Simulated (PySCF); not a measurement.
## Computed vibrations of [OsOF3]+

[OsOF3]+ (triplet). PySCF 2.14.0, UKS B3LYP, Os def2-SVP with ECP60, O def2-SVP, F def2-SVP; non-relativistic Hamiltonian with scalar-relativistic core potentials where named; density fitting; no spin-orbit coupling. Central differences of gradients.

```xyz
5

Os    0.0534    0.0531    0.0026
O     0.9985    0.9943    0.9818
F    -1.1191   -1.1116    0.7861
F     1.0015   -1.2692   -0.8180
F    -1.2623    1.0074   -0.8213
```

Run from Python with OMP_NUM_THREADS=2. Where DIIS fails, smearing, a level shift and second-order steps follow.
It took 68 s on 2 threads of Arm Neoverse V1 (shared host).

Problem. What are the harmonic wavenumbers and infrared intensities?

Solution. Modes are labelled in Cs; negative numbers are unstable modes, those under 60 cm⁻¹ near the noise; a finer grid moves soft modes by up to 10 cm⁻¹.
```
cm⁻¹  km/mol  symmetry
  97     4.2        a'
 166     2.3       a''
 197     7.3        a'
 238     5.2        a'
 276     1.8       a''
 721    34.7        a'
 750    31.4        a'
 760    66.6       a''
1066    44.3        a'
```

Problem. Is this a minimum?

Solution. Yes. Ideal gas at 298.15 K and 1 bar: S = 350.6 J/(mol K), Cp = 82.4 J/(mol K), H − H(0 K) = 18.3 kJ/mol (rigid rotor, harmonic modes, spin degeneracy alone).

Open shells may have lower solutions than the one found.
